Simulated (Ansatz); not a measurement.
C4H10Zn (`CC[CH2][Zn][CH3]`), one more setting.

```yaml
crystal:
  periodic: [false, false, false]
  atoms:
    - {symbol: C, position_ang: [-0.021227, -0.014640, 1.863492]}
    - {symbol: C, position_ang: [1.095977, -0.372982, 1.103360]}
    - {symbol: C, position_ang: [0.760705, -0.967978, -0.124572]}
    - {symbol: Zn, position_ang: [-0.276058, 0.033704, -1.205377]}
    - {symbol: C, position_ang: [-1.296870, 1.024281, -2.291051]}
    - {symbol: H, position_ang: [0.238477, 0.371490, 2.754747]}
    - {symbol: H, position_ang: [-0.582287, 0.675012, 1.387321]}
    - {symbol: H, position_ang: [-0.610847, -0.812100, 2.035255]}
    - {symbol: H, position_ang: [1.668640, -1.001664, 1.648310]}
    - {symbol: H, position_ang: [1.664839, 0.444622, 0.947621]}
    - {symbol: H, position_ang: [0.274658, -1.837066, 0.043816]}
    - {symbol: H, position_ang: [1.595871, -1.218058, -0.631651]}
    - {symbol: H, position_ang: [-0.967326, 1.973797, -2.331883]}
    - {symbol: H, position_ang: [-1.294069, 0.657965, -3.227857]}
    - {symbol: H, position_ang: [-2.250483, 1.043616, -1.971530]}
basis:
  gaussian: {orbitals: aug-cc-pVDZ}
total_charge: -1
magnetization: {spin_polarized: true, initial_magnetization: 1}
hamiltonian: {xc: {name: PBE-QIDH}}
accuracy: high
output: {forces: true}
```

```sh
$ ansatz run in.yaml --threads 2 --pin off --events-out ev --progress --plain --max-ram 32768MiB --backend cpu
```

It prints (some lines left out):

```
Functional definition: PBE-QIDH
4713 factors; integrals over basis functions are off by at most 4.4e-9 eV
mean field evaluation 1: about -52689.8976 eV, gradient 3.9e1 eV
mean field evaluation 2: about -52689.8985 eV, gradient 3.9e1 eV
mean field evaluation 4: about -52697.2031 eV, gradient 8.5e0 eV
mean field evaluation 8: about -52697.4080 eV, gradient 2.1e-1 eV
mean field evaluation 16: about -52697.4121 eV, gradient 1.2e-2 eV
mean field evaluation 32: about -52697.4122 eV, gradient 2.0e-4 eV
mean field -52697.41218323 eV, -1936.5941781447 hartree, gradient 8.8e-8 eV, S^2 0.750067; 11 other end points of the search recorded, 0 dependent functions left out
9 core orbitals not correlated: weight in the atoms' cores, before any rotation towards them, 1.000 or more for the frozen orbitals, at most 0.000 for the correlated occupied ones
reference -52697.41218427 eV, -1936.5941781831 hartree; 24, 23 occupied and 208, 209 virtual orbitals, 4713 factors
second order -40.23714811 eV of doubles, -0.00000000 eV of singles
Total energy: -52710.82456698 eV, -1937.0870741563 hartree
Atom 0 at    -0.021227    -0.014640     1.863492 Å, force    -0.467638     0.314810     0.569005 eV/Å
Atom 1 at     1.095977    -0.372982     1.103360 Å, force     0.715692     0.019352     0.081226 eV/Å
Atom 2 at     0.760705    -0.967978    -0.124572 Å, force    -0.799522     0.613294    -1.357932 eV/Å
Atom 3 at    -0.276058     0.033704    -1.205377 Å, force     0.027787    -0.009049    -0.146114 eV/Å
Atom 4 at    -1.296870     1.024281    -2.291051 Å, force     0.811923    -0.812258     0.902723 eV/Å
Atom 5 at     0.238477     0.371490     2.754747 Å, force     0.927333     1.623586     3.716848 eV/Å
Atom 6 at    -0.582287     0.675012     1.387321 Å, force    -2.315591     2.743042    -1.838617 eV/Å
Atom 7 at    -0.610847    -0.812100     2.035255 Å, force    -2.478294    -3.189700     0.733060 eV/Å
Atom 8 at     1.668640    -1.001664     1.648310 Å, force     2.431931    -2.439519     2.231678 eV/Å
Atom 9 at     1.664839     0.444622     0.947621 Å, force     2.384298     3.263541    -0.567395 eV/Å
Atom 10 at     0.274658    -1.837066     0.043816 Å, force    -1.973649    -3.522725     0.552952 eV/Å
Atom 11 at     1.595871    -1.218058    -0.631651 Å, force     3.286891    -1.061565    -2.189724 eV/Å
Atom 12 at    -0.967326     1.973797    -2.331883 Å, force     1.372458     3.887661    -0.161387 eV/Å
Atom 13 at    -1.294069     0.657965    -3.227857 Å, force     0.026910    -1.510156    -3.839313 eV/Å
Atom 14 at    -2.250483     1.043616    -1.971530 Å, force    -3.950529     0.079688     1.312989 eV/Å
Dipole moment:     0.118245    -0.562258     1.092916 e Å
```

Hardware: 2 threads of an AMD EPYC 7R13 on a shared host. Wall time 7.8 min, peak host memory 3 GiB.
